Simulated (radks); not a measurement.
Values are calculated unless marked as measured or tabulated.
Ionisation of the gallium ion Ga21+, [Ne], to Ga22+, [He] 2s2 2p5, under several functionals. Dirac Kohn-Sham, spin-unpolarised, spherical densities, point nucleus; open shells fill j = l - 1/2 first; a radial shooting solver on a logarithmic mesh with Libxc functionals.

functional         E(Ga21+) (hartree)  Exc (hartree)  IE (eV)  -e(HOMO) (eV)  <r> HOMO (bohr)  IE error (eV)
HCTH/407                  -1684.62305      -50.10956   2016.9         1956.5           0.1872           +6.9
AM05                      -1681.79202      -47.21354   2009.9         1949.3           0.1875           -0.1
RPBE                      -1684.55643      -50.01617   2011.5         1950.9           0.1875           +1.5
SOGGA                     -1682.80557      -48.24213   2010.2         1949.7           0.1875           +0.2
XLYP                      -1684.85785      -50.32032   2012.1         1951.4           0.1874           +2.1
exchange-only PBE         -1683.82004      -49.27209   2009.8         1949.1           0.1875           -0.2
PW91                      -1684.54054      -49.99950   2012.1         1951.5           0.1874           +2.1

NIST Atomic Spectra Database: 2010 eV (semi-empirical). Closest: AM05. The Delta-SCF values span 7.16 eV, the total energies 3.07 hartree. The highest occupied level is 2p3/2. Spin polarisation and multiplet splitting are left out, so open shells lie too high by an amount that depends on their filling.

Beside tabulated values, note that spin-unpolarised runs miss the spin-polarisation part of the exchange energy of open shells.
